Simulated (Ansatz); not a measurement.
Reaction (redistribution): `[SnH3][SiH]1CO1` + `F[SiH2][SiH2]Cl` → `Cl[SiH2][SiH]1CO1` + `F[SiH2][SnH3]`

Isolated molecules relaxed with PBE0-D4/def2-TZVP in Ansatz; ΔE leaves out vibrations. CCSD(T)/CBS adds triple-zeta CCSD(T) − MP2 to the extrapolated MP2 energy (def2 sets, frozen cores). This one scheme is used for every species. Functionals use def2-TZVPP. Elements past krypton have def2 core potentials. For Sn outer-core shells are correlated without core-valence functions, which leaves a few kJ/mol of doubt a bond. One conformer a species, not always the lowest.

```
             level  ΔE (kJ/mol)  difference from CCSD(T)/CBS
           ωB97X-V          1.8                         -0.9
               PBE          1.0                         -1.7
            r2SCAN          1.3                         -1.4
              PBE0          1.4                         -1.3
SCS-MP2/def2-TZVPP          2.8                          0.1
   CCSD/def2-TZVPP          2.4                         -0.3
CCSD(T)/def2-TZVPP          2.4                         -0.3
     HF/def2-QZVPP          2.1                         -0.6
SCS-MP2/def2-QZVPP          3.0                          0.3
    CCSD/CBS(def2)          2.7                          0.0
       CCSD(T)/CBS          2.7                            0
```

Largest T1 diagnostic among the species: 0.015.
